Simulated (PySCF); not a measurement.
Simulated Cl 2p region for `OB(O)[SiH2]Cl`, binding energy against the vacuum level.

Every computed line was given a Gaussian of 0.5 eV full width at half maximum and an area set by the number of equivalent atoms (split 2:1 within a doublet); the highest printed point is 100. Level of theory: delta-SCF UKS SCAN, pcX-2 on the ionised atom, pcseg-1 elsewhere, spin-free X2C (PySCF 2.14.0).

binding energy (eV), intensity and a bar:
```
    204.9          1 
    205.0          3 #
    205.1         10 ###
    205.2         25 #######
    205.3         49 ###############
    205.4         78 #######################
    205.5         99 ##############################
    205.6        100 ##############################
    205.7         81 ########################
    205.8         53 ################
    205.9         28 ########
    206.0         12 ###
    206.1          4 #
    206.2          1 
    206.3          0 
    206.4          0 
    206.5          0 
    206.6          1 
    206.7          3 #
    206.8          8 ##
    206.9         18 #####
    207.0         31 #########
    207.1         45 #############
    207.2         51 ###############
    207.3         47 ##############
    207.4         34 ##########
    207.5         20 ######
    207.6          9 ###
    207.7          4 #
    207.8          1 
    207.9          0
```

Problem. Count the maxima, the lines and the sites behind this envelope.

Solution. The curve has 2 maxima (at 205.6 and 207.2 eV). Under it lie 2 lines from 1 inequivalent chlorine site, drawn as a 2p3/2, 2p1/2 pair.

Problem. Decompose the envelope and assign each component. Numbering: `[OH:1][B:2]([OH:3])[SiH2:4][Cl:5]`.

Solution. 
```json
{"position (eV)": "205.56", "relative area": "0.67", "line": "Cl 2p3/2", "atoms": "Cl5", "environment": "silicon-bound chlorine"}
{"position (eV)": "207.21", "relative area": "0.33", "line": "Cl 2p1/2", "atoms": "Cl5", "environment": "silicon-bound chlorine"}
```

Problem. What are the centre and the root-mean-square width of the whole band?

Solution. The area-weighted mean of the lines is 206.11 eV. Their own spread about it is 0.78 eV (rms) and each Gaussian has σ = 0.5/2.355 = 0.21 eV; the variances add, which gives 0.81 eV.

Shake-up satellites, vibrational structure and lifetime widths aren't simulated. For 2p shells one spin-free hole was relaxed; a mean-field spin–orbit operator and the ground-state splitting of the three 2p orbitals were then diagonalised within the shell. The shell's mean is (2 × 2p3/2 + 2p1/2)/3, and the degeneracies 2j + 1 give areas of 2:1. 2p1/2 minus 2p3/2 (ligand field included): Cl 1.65 eV. One conformer (not necessarily the lowest) at the PBE0-D3(BJ)/def2-SVP geometry, without solvent, vibrations or thermal averaging.

Conformer computed: `[OH:1][B:2]([OH:3])[SiH2:4][Cl:5]`: O1–B2–Si4–Cl5 59°, H–O1–B2–O3 2°, H–O3–B2–O1 -1°.
